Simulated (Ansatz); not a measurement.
```yaml
crystal:
  periodic: [false, false, false]
  atoms:
    - {symbol: F, position_ang: [-0.053871, -1.041206, -2.021688]}
    - {symbol: In, position_ang: [0.959381, -0.839846, -0.598927]}
    - {symbol: O, position_ang: [-0.225180, -0.957085, 0.717921]}
    - {symbol: In, position_ang: [-0.568487, 0.743828, 0.873174]}
    - {symbol: F, position_ang: [-1.791399, 1.061353, 0.267016]}
    - {symbol: O, position_ang: [0.487705, 0.839157, -0.400504]}
    - {symbol: H, position_ang: [2.345002, -1.284923, -0.388718]}
    - {symbol: H, position_ang: [-0.968815, -1.159167, 0.482729]}
    - {symbol: H, position_ang: [-0.084067, 1.445504, 1.965202]}
    - {symbol: H, position_ang: [0.168547, 1.295283, -1.137900]}
basis:
  gaussian: {orbitals: def2-TZVP}
hamiltonian: {xc: {name: B2PLYP}}
accuracy: high
```

```sh
$ ansatz run in.yaml --threads 4 --pin off --events-out ev --progress --plain --max-ram 11315MiB
```

It prints (some lines left out):

```
Functional definition: B2PLYP
4745 factors; integrals over basis functions are off by at most 5.6e-9 eV
mean field evaluation 1: about -19883.1323 eV, gradient 9.3e1 eV
mean field evaluation 2: about -19883.7180 eV, gradient 9.3e1 eV
mean field evaluation 4: about -19895.3404 eV, gradient 6.3e0 eV
mean field evaluation 8: about -19895.4426 eV, gradient 7.6e-1 eV
mean field evaluation 16: about -19895.4434 eV, gradient 3.0e-4 eV
mean field -19895.44337000 eV, -731.1440582318 hartree, gradient 8.7e-8 eV, S^2 0.000000; 0 other end points of the search recorded, 0 dependent functions left out
12 core orbitals not correlated: weight in the atoms' cores, before any rotation towards them, 0.997 or more for the frozen orbitals, at most 0.002 for the correlated occupied ones
reference -19895.44340127 eV, -731.1440593809 hartree; 28, 28 occupied and 208, 208 virtual orbitals, 4745 factors
second order -50.99364566 eV of doubles, -0.00000000 eV of singles
Total energy: -19909.21168560 eV, -731.6500344975 hartree
```

In this input the geometry is squeezed to about two thirds of its size. Self-consistency was reached. The result belongs to that input, not to the molecule as meant.
